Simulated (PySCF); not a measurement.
Fill in the blanks.

Compound: CH3BF2O.
SMILES with atom numbers: `[OH:1][CH2:2][B:3]([F:4])[F:5]` (hydrogens: H6 on O1; H7, H8 on C2)

Conformer (atom-mapped SMILES and torsion angles): `[OH:1][CH2:2][B:3]([F:4])[F:5]`: O1–C2–B3–F4 -170°, H–O1–C2–B3 -37°.

```tsv
property	level	value
rotational constants A, B, C	PBE0-D3(BJ)/def2-SVP	9.245, 3.595, 2.641 GHz
dipole moment	CAM-B3LYP/def2-SVPD	0.89 D
HOMO energy	CAM-B3LYP/def2-SVPD	?
LUMO energy	CAM-B3LYP/def2-SVPD	0.64 eV
lowest singlet excitation	TDDFT CAM-B3LYP/def2-SVPD	7.07 eV (175 nm, f = 0.001)
strongest line among the 10 lowest singlet transitions	TDDFT CAM-B3LYP/def2-SVPD	?
lowest triplet excitation (Tamm–Dancoff)	TDA CAM-B3LYP/def2-SVPD	6.64 eV
static isotropic polarisability	CAM-B3LYP/def2-SVPD	31.8 au
vertical ionisation energy	ΔSCF CAM-B3LYP/def2-SVPD	11.14 eV
electronic spatial extent ⟨r²⟩ about the centre of nuclear charge	CAM-B3LYP/def2-SVPD	422 bohr²
13C chemical shifts (computed TMS as zero) by class	GIAO PBE/pcSseg-2	54.0 (C2) ppm
1H chemical shifts (computed TMS as zero) by class	GIAO PBE/pcSseg-2	3.88 (H7/H8), -0.20 (H6) ppm
isotropic shieldings of nuclei other than C and H, by class	GIAO PBE/pcSseg-2	?
largest of the computed one-bond spin–spin couplings (means over like bonds)	B3LYP/pcJ-1	19F–11B -146.4 (F4–B3 and 1 like it), 13C–1H +135.7 (C2–H7 and 1 like it), 13C–11B +87.3 (C2–B3), 17O–1H -72.4 (O1–H6), 17O–13C +18.1 (O1–C2) Hz
core binding energies	ΔSCF SCAN, pcX-2 on the ionised atom, pcseg-1 elsewhere, spin-free X2C	?
```

Electronic properties: PySCF, gas phase, density fitting. Geometry: PBE0-D3(BJ)/def2-SVP, one conformer, isolated molecule. NMR classes are plain means over equivalent atoms (diastereotopic ones count apart unless rotation or inversion swaps them), as if these changed places fast; in this geometry the members of some classes differ.

(1) What is the HOMO energy?

(2) What is the strongest line among the 10 lowest singlet transitions?

(3) Give the isotropic shieldings of nuclei other than C and H, by class.

(4) The core binding energies?

Answers

(1) -9.81 eV.

(2) S8 at 9.52 eV (130 nm, f = 0.054).

(3) 64 (B3), 328 (O1), 237 (F4/F5) ppm.

(4) B1s 199.9 (B3), C1s 292.6 (C2), O1s 539.3 (O1), F1s 694.0 (F4/F5) eV.

The dipole matches unit charges of opposite sign 0.19 Å apart (1 e·Å = 4.8032 D). The rotational constants make it an asymmetric top with κ = (2B − A − C)/(A − C) = -0.71, nearer the prolate limit (−1). The principal polarisabilities are 27.6, 33.2 and 34.7 au; their mean is the isotropic value. The 10 singlets span 7.07 to 10.24 eV, and their oscillator strengths add up to 0.20. No computed singlet falls in the visible range (750 to 380 nm, 1.65 to 3.26 eV); S1 lies 3.81 eV above its blue end. The ΔSCF ionisation energy exceeds −ε(HOMO) by 1.33 eV with CAM-B3LYP.

For the TDDFT job (CAM-B3LYP/def2-SVPD), hardware: Arm Neoverse V2, one thread, shared host. Cost: 26 s.
